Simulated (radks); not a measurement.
Problem. The mean radii <r> (bohr) of the occupied orbitals of an atom or ion are listed with their occupations. Calculated with a radial shooting solver on a logarithmic mesh with Libxc functionals: Dirac Kohn-Sham, BLYP, spin-unpolarised, spherical densities, finite nucleus; Fermi nuclear charge, rms radius of each element as measured or else 0.836 A^(1/3) + 0.57 fm.

| orbital | occ. | <r> |
|---|---|---|
| 1s1/2 | 2 | 0.01804 |
| 2s1/2 | 2 | 0.07559 |
| 2p1/2 | 2 | 0.06246 |
| 2p3/2 | 4 | 0.07053 |
| 3s1/2 | 2 | 0.1967 |
| 3p1/2 | 2 | 0.1868 |
| 3p3/2 | 4 | 0.2016 |
| 3d3/2 | 4 | 0.1762 |
| 3d5/2 | 6 | 0.1808 |
| 4s1/2 | 2 | 0.4308 |
| 4p1/2 | 2 | 0.4329 |
| 4p3/2 | 4 | 0.4621 |
| 4d3/2 | 4 | 0.4663 |
| 4d5/2 | 6 | 0.4752 |
| 4f5/2 | 6 | 0.4751 |
| 4f7/2 | 2 | 0.4792 |

Name the element and its charge. Open shells, if any, fill j = l - 1/2 first.

Solution. Z = 75, rhenium, charge +21: Re21+ in [Kr] 4d10 4f8. The 1s radius gives Z: for a bare nucleus <r> = (2 gamma + 1)/(2Z) with gamma = sqrt(1 - (Z/c)^2), 0.01783 bohr for Z = 75, and screening makes it slightly larger (0.01804 here). The occupations add up to 54, and the charge is Z minus that.
